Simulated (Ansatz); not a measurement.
`C[Te]CO` + CH₄ → `CC[Te]C` + H₂O at 500 K and 1 bar (formal exchange of groups at a C–O bond).

Computed with Ansatz on PBE0-D4/def2-TZVP structures; ΔE is electronic, products minus reactants. CCSD(T)/CBS adds triple-zeta CCSD(T) − MP2 to the extrapolated MP2 energy (def2 sets, frozen cores). This one scheme is used for every species. def2 core potentials past Kr. For Te outer-core shells are correlated without core-valence functions, which leaves a few kJ/mol of doubt a bond. One conformer a species, not always the lowest.

```
  species  CCSD(T)/CBS energy (Eh)  H − E (kJ/mol)  S (J/(mol·K))
`C[Te]CO`               -422.60075           248.7          400.1
      CH₄                -40.46206           135.6          206.8
`CC[Te]C`               -386.69985           312.4          415.6
      H₂O                -76.37941            73.2          206.3
```

H − E and S are ideal-gas, rigid-rotor, harmonic terms from PBE0-D4/def2-TZVP, for one conformer and one mirror image of each species. 1 Eh = 2625.50 kJ/mol, R = 8.31446 J/(mol·K).

Problem. By hand: ΔE, ΔH, ΔS and ΔG.

Solution. ΔE = (-386.69985) + (-76.37941) − (-422.60075) − (-40.46206) = -0.01645 Eh = -43.2 kJ/mol. Δ(H − E) = 312.4 + 73.2 − 248.7 − 135.6 = 1.3, so ΔH = -41.9 kJ/mol. ΔS = 415.6 + 206.3 − 400.1 − 206.8 = 15.0 J/(mol·K). ΔG = -41.9 − 500 × (15.0)/1000 = -49.4 kJ/mol.

Problem. By hand: the equilibrium constant, and the temperature at which ΔG would vanish if ΔH and ΔS stayed fixed.

Solution. log₁₀ K = −ΔG/(RT ln 10) = 5.2. ΔH and −TΔS have one sign here, so there is no such temperature.

ΔH outweighs TΔS. A doubt of 5 kJ/mol in ΔE shifts log₁₀ K by 0.5 here. Other conformers and mirror images would add mixing entropy, several J/(mol·K) or more a flexible species. Modes under 60 cm⁻¹, often nearly free rotors, make the harmonic entropy too high. These are equilibria of isolated gas molecules and say nothing of rates. Largest T1 diagnostic: 0.011 (customary marks: 0.02 for closed shells, 0.045 for open ones).
